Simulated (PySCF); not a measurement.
## Correlation energy of Be²⁺ (beryllium, charge +2)

1s2, closed-shell 1S. Calculation: PySCF 2.14, in x2c-TZVPall (5s3p1d, 19 functions); the spin-free X2C one-electron Hamiltonian (Gaussian nucleus). Frozen: nothing; 2 electrons correlated.

Total MP2 correlation energy: -26.71 mhartree.

Same-spin part 0.00 and opposite-spin part -26.71 mhartree; SCS-MP2 scales them by 1/3 and 6/5 to -32.05 mhartree.

With two correlated electrons CCSD is exact within the correlated space (frozen core and kept virtual orbitals).

```json
{"level": "CCSD", "correlation energy (mhartree)": "-30.04"}
```

Diagnostics: T1 = 0.00064, D1 = 0.0009, largest double amplitude 0.021.

Cost of the coupled-cluster step: 0.02 s of wall time on 1 thread of Intel(R) Xeon(R) 6975P-C (shared host), for 2 correlated electrons.
